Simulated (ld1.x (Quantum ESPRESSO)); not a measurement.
Pseudopotential generation for bromine (Br): TM, LDA (PZ), scalar-relativistic.

ld1.x (Quantum ESPRESSO) 7.5 was run on this input:

```
&input
   title='Br', zed=35., rel=1, dft='PZ', iswitch=3,
   config='[Ar] 3d10 4s2 4p4.75 4d-2',
   nld=3, rlderiv=1.50, eminld=-4.0, emaxld=5.0, deld=0.02
 /
 &inputp
   pseudotype=2, tm=.true., lloc=0,
   nlcc=.false.,
   file_pseudopw='Br.UPF', file_wfcaegen='ae.wfc', file_wfcncgen='nc.wfc', file_beta='beta', file_chi='chi'
 /
3
4P  2  1   4.75   0.00  1.25  1.25  0.0
4D  3  2  -2.00   0.20  1.15  1.15  0.0
4S  1  0   2.00   0.00  1.35  1.35  0.0
 &test
   configts(1)='4s2 4p4.75'
 /
```

Command:

```bash
ld1.x < Br.in > Br.out
```

Resulting log (shortened: banner, matrices, multipoles, cross overlaps and the repeated all-electron block are left out):

```
Program LD1 v.7.5
     --------------------------- All-electron run ----------------------------

     Br
     scalar relativistic calculation

     atomic number is 35.00
     dft =PZ   lsd =0 sic =0 latt =0  beta=0.20 tr2=1.0E-14
     Exchange-correlation= PZ
                           (   1   1   0   0   0   0   0)
     mesh =1213 r(mesh) =  98.95369 a.u. xmin = -7.00 dx = 0.01250
     1 Ry =  13.60569312 eV, c = 137.03599908

     n l     nl                  e(Ry)          e(Ha)          e(eV)
     1 0     1S 1( 2.00)      -977.4290      -488.7145    -13298.5985
     2 0     2S 1( 2.00)      -127.3870       -63.6935     -1733.1890
     2 1     2P 1( 6.00)      -112.4897       -56.2449     -1530.5006
     3 0     3S 1( 2.00)       -17.6266        -8.8133      -239.8221
     3 1     3P 1( 6.00)       -12.9236        -6.4618      -175.8350
     3 2     3D 1(10.00)        -5.1171        -2.5586       -69.6222
     4 0     4S 1( 2.00)        -1.6725        -0.8363       -22.7556
     4 1     4P 1( 4.75)        -0.7560        -0.3780       -10.2865

     final scf error:  6.6E-15 reached in  25 iterations

     Etot =   -5206.059098 Ry,   -2603.029549 Ha,  -70832.042465 eV

     Ekin =    5316.900013 Ry,    2658.450007 Ha,   72340.109945 eV
     Encl =  -12553.839648 Ry,   -6276.919824 Ha, -170803.689763 eV
     Eh   =    2208.206675 Ry,    1104.103337 Ha,   30044.182367 eV
     Exc  =    -177.326138 Ry,     -88.663069 Ha,   -2412.645015 eV

     normalization and overlap integrals

     s(1S/1S) =  1.000000  <r> =   0.0428  <r2> =    0.0025  r(max) =   0.0279
     s(2S/2S) =  1.000000  <r> =   0.1898  <r2> =    0.0425  r(max) =   0.1604
     s(2P/2P) =  1.000000  <r> =   0.1656  <r2> =    0.0336  r(max) =   0.1280
     s(3S/3S) =  1.000000  <r> =   0.5526  <r2> =    0.3514  r(max) =   0.4817
     s(3P/3P) =  1.000000  <r> =   0.5649  <r2> =    0.3741  r(max) =   0.4817
     s(3D/3D) =  1.000000  <r> =   0.5908  <r2> =    0.4334  r(max) =   0.4305
     s(4S/4S) =  1.000000  <r> =   1.6604  <r2> =    3.1643  r(max) =   1.4115
     s(4P/4P) =  1.000000  <r> =   2.0620  <r2> =    4.9929  r(max) =   1.6399

     ------------------------ End of All-electron run ------------------------

     --------------------- Generating NC pseudopotential ---------------------

      Generating local pot.: lloc=0, matching radius rcloc =   1.3500

      Wfc   4P  rcut= 1.246  Using Troullier-Martins method

      Wfc   4D  rcut= 1.156  Using Troullier-Martins method

     ------------------- End of pseudopotential generation -------------------

     Computing logarithmic derivative in   1.49320
     Computing logarithmic derivative in   1.49320
     Computing the partial wave expansion
       no projector for channel:   0
     R is outside the sphere for l=    1 j= 0.00
     R is outside the sphere for l=    2 j= 0.00

     ---------------------- Testing the pseudopotential ----------------------

     Br
     scalar relativistic calculation

     atomic number is 35.00   valence charge is  7.00
     dft =PZ   lsd =0 sic =0 latt =0  beta=0.20 tr2=1.0E-14
     mesh =1213 r(mesh) =  98.95369 xmin = -7.00 dx = 0.01250

     n l     nl             e AE (Ry)        e PS (Ry)    De AE-PS (Ry)
     1 0     4S   1( 2.00)       -1.67251       -1.67252        0.00001
     2 1     4P   1( 4.75)       -0.75604       -0.75603       -0.00002

     eps = 8.1E-15  iter =  8

     Etot =   -5206.059098 Ry,   -2603.029549 Ha,  -70832.042465 eV
     Etotps =   -26.671988 Ry,     -13.335994 Ha,    -362.890890 eV

     Ekin =       8.617500 Ry,       4.308750 Ha,     117.247065 eV
     Encl =     -51.218575 Ry,     -25.609287 Ha,    -696.864213 eV
     Ehrt =      21.193561 Ry,      10.596780 Ha,     288.353081 eV
     Ecxc =      -4.766859 Ry,      -2.383430 Ha,     -64.856425 eV
     Epseu=      -0.497615 Ry,      -0.248808 Ha,      -6.770398 eV

     ---------------------- End of pseudopotential test ----------------------
```

Note: ghost states, extra bound levels that the all-electron valence spectrum of the same l lacks: p at -88.2 eV, d at -33.5 eV. A true bound ghost makes a file unfit for plane-wave use.

Generation and configuration tests took about 1.2 s on one core of a shared server CPU.

Transferability test of the new file with ld1.x, input:

```
&input
   title='Br', zed=35., rel=1, dft='PZ', iswitch=2,
   config='[Ar] 3d10 4s2 4p4.75 4d-2'
 /
 &test
   file_pseudo='Br.UPF', nconf=10,
   configts(1)='4s2 4p4.75',
   configts(2)='4s2 4p5',
   configts(3)='4s2 4p4',
   configts(4)='4s2 4p3',
   configts(5)='4s1 4p6',
   configts(6)='4s1 4p5',
   configts(7)='4s2 4p5.3',
   configts(8)='4s2 4p2',
   configts(9)='4s2 4p4.75', lsdts(9)=1,
   configts(10)='4s2 4p5', lsdts(10)=1
 /
```

```bash
ld1.x < Br.test.in > Br.test.out
```

Pseudopotential blocks of its output, shortened (energy terms left out):

```
     ---------------------- Testing the pseudopotential ----------------------

     n l     nl             e AE (Ry)        e PS (Ry)    De AE-PS (Ry)
     1 0     4S   1( 2.00)       -1.67251       -1.67252        0.00001
     2 1     4P   1( 4.75)       -0.75604       -0.75603       -0.00002

     eps = 9.1E-15  iter =  8

     Etot =   -5206.059098 Ry,   -2603.029549 Ha,  -70832.042465 eV
     Etotps =   -26.671989 Ry,     -13.335994 Ha,    -362.890892 eV

     ---------------------- End of pseudopotential test ----------------------

          ---------------------- Testing the pseudopotential ----------------------

     n l     nl             e AE (Ry)        e PS (Ry)    De AE-PS (Ry)
     1 0     4S   1( 2.00)       -1.49361       -1.49353       -0.00008
     2 1     4P   1( 5.00)       -0.58851       -0.58845       -0.00006

     eps = 3.4E-16  iter =  9

     Etot =   -5206.226989 Ry,   -2603.113494 Ha,  -70834.326738 eV
     Etotps =   -26.839903 Ry,     -13.419952 Ha,    -365.175484 eV
     dEtot_ae =      -0.167891 Ry
     dEtot_ps =      -0.167914 Ry,   Delta E=       0.000023 Ry

     ---------------------- End of pseudopotential test ----------------------

          ---------------------- Testing the pseudopotential ----------------------

     n l     nl             e AE (Ry)        e PS (Ry)    De AE-PS (Ry)
     1 0     4S   1( 2.00)       -2.24847       -2.24867        0.00020
     2 1     4P   1( 4.00)       -1.29619       -1.29623        0.00004

     eps = 1.1E-15  iter =  9

     Etot =   -5205.292947 Ry,   -2602.646473 Ha,  -70821.618450 eV
     Etotps =   -25.905678 Ry,     -12.952839 Ha,    -352.464703 eV
     dEtot_ae =       0.766151 Ry
     dEtot_ps =       0.766311 Ry,   Delta E=      -0.000160 Ry

     ---------------------- End of pseudopotential test ----------------------

          ---------------------- Testing the pseudopotential ----------------------

     n l     nl             e AE (Ry)        e PS (Ry)    De AE-PS (Ry)
     1 0     4S   1( 2.00)       -3.09196       -3.09161       -0.00035
     2 1     4P   1( 3.00)       -2.08969       -2.08907       -0.00061

     eps = 2.9E-16  iter =  8

     Etot =   -5203.606627 Ry,   -2601.803313 Ha,  -70798.674895 eV
     Etotps =   -24.219236 Ry,     -12.109618 Ha,    -329.519494 eV
     dEtot_ae =       2.452471 Ry
     dEtot_ps =       2.452752 Ry,   Delta E=      -0.000281 Ry

     ---------------------- End of pseudopotential test ----------------------

          ---------------------- Testing the pseudopotential ----------------------

     n l     nl             e AE (Ry)        e PS (Ry)    De AE-PS (Ry)
     1 0     4S   1( 1.00)       -1.55217       -1.55148       -0.00069
     2 1     4P   1( 6.00)       -0.63192       -0.63208        0.00017

     eps = 7.1E-15  iter = 21

     Etot =   -5205.314276 Ry,   -2602.657138 Ha,  -70821.908652 eV
     Etotps =   -25.927578 Ry,     -12.963789 Ha,    -352.762668 eV
     dEtot_ae =       0.744822 Ry
     dEtot_ps =       0.744411 Ry,   Delta E=       0.000411 Ry

     ---------------------- End of pseudopotential test ----------------------

          ---------------------- Testing the pseudopotential ----------------------

     n l     nl             e AE (Ry)        e PS (Ry)    De AE-PS (Ry)
     1 0     4S   1( 1.00)       -2.30897       -2.30852       -0.00044
     2 1     4P   1( 5.00)       -1.34399       -1.34419        0.00020

     eps = 2.8E-17  iter =  9

     Etot =   -5204.334312 Ry,   -2602.167156 Ha,  -70808.575561 eV
     Etotps =   -24.947236 Ry,     -12.473618 Ha,    -339.424437 eV
     dEtot_ae =       1.724786 Ry
     dEtot_ps =       1.724753 Ry,   Delta E=       0.000033 Ry

     ---------------------- End of pseudopotential test ----------------------

          ---------------------- Testing the pseudopotential ----------------------

     n l     nl             e AE (Ry)        e PS (Ry)    De AE-PS (Ry)
     1 0     4S   1( 2.00)       -1.28912       -1.28894       -0.00019
     2 1     4P   1( 5.30)       -0.39710       -0.39700       -0.00010

     eps = 6.7E-15  iter =  8

     Etot =   -5206.374526 Ry,   -2603.187263 Ha,  -70836.334085 eV
     Etotps =   -26.987443 Ry,     -13.493722 Ha,    -367.182872 eV
     dEtot_ae =      -0.315428 Ry
     dEtot_ps =      -0.315455 Ry,   Delta E=       0.000027 Ry

     ---------------------- End of pseudopotential test ----------------------

          ---------------------- Testing the pseudopotential ----------------------

     n l     nl             e AE (Ry)        e PS (Ry)    De AE-PS (Ry)
     1 0     4S   1( 2.00)       -4.00545       -4.00214       -0.00332
     2 1     4P   1( 2.00)       -2.95199       -2.94845       -0.00354

     eps = 4.3E-16  iter =  8

     Etot =   -5201.091420 Ry,   -2600.545710 Ha,  -70764.453772 eV
     Etotps =   -21.705389 Ry,     -10.852694 Ha,    -295.316858 eV
     dEtot_ae =       4.967677 Ry
     dEtot_ps =       4.966600 Ry,   Delta E=       0.001077 Ry

     ---------------------- End of pseudopotential test ----------------------

          ---------------------- Testing the pseudopotential ----------------------

     n l     nl             e AE (Ry)        e PS (Ry)    De AE-PS (Ry)
     1 0     4S   1( 1.00)       -1.70057       -1.70674        0.00617  !
     2 1     4P   1( 3.00)       -0.78225       -0.78561        0.00336
     1 0     4S   2( 1.00)       -1.63816       -1.62999       -0.00817  !
     2 1     4P   2( 1.75)       -0.72426       -0.71959       -0.00467

     eps = 4.9E-15  iter = 13

     Etot =   -5206.077170 Ry,   -2603.038585 Ha,  -70832.288356 eV
     Etotps =   -26.692573 Ry,     -13.346287 Ha,    -363.170958 eV
     dEtot_ae =      -0.018073 Ry
     dEtot_ps =      -0.020584 Ry,   Delta E=       0.002512 Ry

     ---------------------- End of pseudopotential test ----------------------

          ---------------------- Testing the pseudopotential ----------------------

     n l     nl             e AE (Ry)        e PS (Ry)    De AE-PS (Ry)
     1 0     4S   1( 1.00)       -1.51583       -1.52067        0.00483
     2 1     4P   1( 3.00)       -0.60906       -0.61165        0.00259
     1 0     4S   2( 1.00)       -1.46743       -1.46122       -0.00620  !
     2 1     4P   2( 2.00)       -0.56451       -0.56107       -0.00344

     eps = 2.5E-15  iter = 13

     Etot =   -5206.238111 Ry,   -2603.119055 Ha,  -70834.478057 eV
     Etotps =   -26.852533 Ry,     -13.426266 Ha,    -365.347319 eV
     dEtot_ae =      -0.179013 Ry
     dEtot_ps =      -0.180544 Ry,   Delta E=       0.001531 Ry

     ---------------------- End of pseudopotential test ----------------------
```
